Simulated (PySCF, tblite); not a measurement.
Isomers of C9H10O, one GFN2-xTB conformer each. Single-point energies are computed at PBE0/pcSseg-1 (PySCF, gas phase, no added dispersion term), electronic only.

Question: Rank them by PBE0/pcSseg-1 energy, lowest first (kcal/mol).
A. `[OH:1][CH2:2][C@@:3]12[C@H:4]3[CH:5]=[CH:6][C@@H:7]1[C@@H:8]2[CH:9]=[CH:10]3` with H–O1–C2–C3 50°, O1–C2–C3–C4 60°, C2–C3–C4–C5 131°, C3–C4–C5–C6 15°, C5–C6–C7–C8 56°, C6–C7–C8–C9 0°
B. `[CH2:1]=[CH:2][CH2:3][c:4]1[cH:5][cH:6][cH:7][c:8]([OH:9])[cH:10]1` with C1–C2–C3–C4 123°, C2–C3–C4–C5 101°, C7–C8–O9–H -179°

Answer: B (0.0), A (36.0).

As drawn, the lower has an aromatic ring, which the higher lacks; the higher has a three-membered ring and a quaternary carbon, which the lower lacks. GFN2-xTB itself gives, in the same order: 0.0, 16.4. Both levels put the same isomer lowest.

Question: Which frontier levels, dipoles and rotational constants go with these structures?

Answer: 
| SMILES | HOMO (eV, PBE0/pcSseg-1) | LUMO (eV) | dipole (D) | A, B, C (MHz) |
| --- | --- | --- | --- | --- |
| C=CCc1cccc(O)c1 | -6.53 | -0.29 | 1.33 | 2390, 870.8, 681.4 |
| OC[C@@]12[C@H]3C=C[C@@H]1[C@@H]2C=C3 | -6.57 | 0.01 | 1.60 | 2319, 1319, 1217 |

Question: What happens when harmonic zero-point energies from GFN2-xTB frequencies are added?

Answer: 
```
                              SMILES  ZPE (kcal/mol)  electronic (kcal/mol)  with ZPE (kcal/mol)
                     C=CCc1cccc(O)c1           101.1                    0.0                  0.0
OC[C@@]12[C@H]3C=C[C@@H]1[C@@H]2C=C3           102.2                   36.0                 37.1
```

The zero-point energies span 1.1 kcal/mol. The order is unchanged.
